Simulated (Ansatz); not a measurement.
HCl$_{2}$FSeSi, singlet, geometry from GFN2-xTB, with bond 1-2 at 1.8 times its length; Ansatz (a quantum-chemistry and plane-wave program) with SC-NEVPT2/STO-3G, CASSCF(2,2).

Ansatz was given this input:
Ansatz 0.2 input:
```yaml
crystal:
  periodic: [false, false, false]
  atoms:
    - {symbol: F, position_ang: [-1.78570499, -0.38292458, 2.59568825]}
    - {symbol: Si, position_ang: [-0.52943625, 0.11525359, 0.04506262]}
    - {symbol: Cl, position_ang: [-0.74431632, 2.07024627, -0.32914292]}
    - {symbol: Cl, position_ang: [-1.49699716, -1.00734622, -1.30096678]}
    - {symbol: Se, position_ang: [1.60199416, -0.52933216, 0.43555049]}
    - {symbol: H, position_ang: [2.09290525, -0.23194929, -0.88642020]}
basis:
  gaussian:
    orbitals: STO-3G
magnetization: {spin_polarized: false}
correlation: {method: sc_nevpt2, electrons: all, active_space: {window: {electrons: 2, orbitals: 2}}}
```

The log (banner, timings and long lists left out):

```
Functional definition: HF
550 factors; integrals over basis functions are off by at most 1.8e-5 eV
mean field evaluation 1: about -99768.5306 eV, gradient 3.1e1 eV
mean field evaluation 2: about -99768.5538 eV, gradient 3.1e1 eV
mean field evaluation 4: about -99774.9618 eV, gradient 1.4e1 eV
mean field evaluation 8: about -99778.6868 eV, gradient 1.9e-1 eV
mean field -99778.68017978 eV, -3666.7988641884 hartree, gradient 2.1e-6 eV, S^2 0.000000; 0 other end points of the search recorded, 0 dependent functions left out; unrestricted orbitals would lower it
reference -99778.68017978 eV, -3666.7988641884 hartree; 46, 46 occupied and 5, 5 virtual orbitals, 550 factors
state -99783.66304467 eV, -3666.9819810955 hartree
state -99783.66304467 eV, -3666.9819810955 hartree; corrected -99785.15019763 eV, -3667.0366329588 hartree
Total energy: -99785.15019763 eV, -3667.0366329588 hartree
```
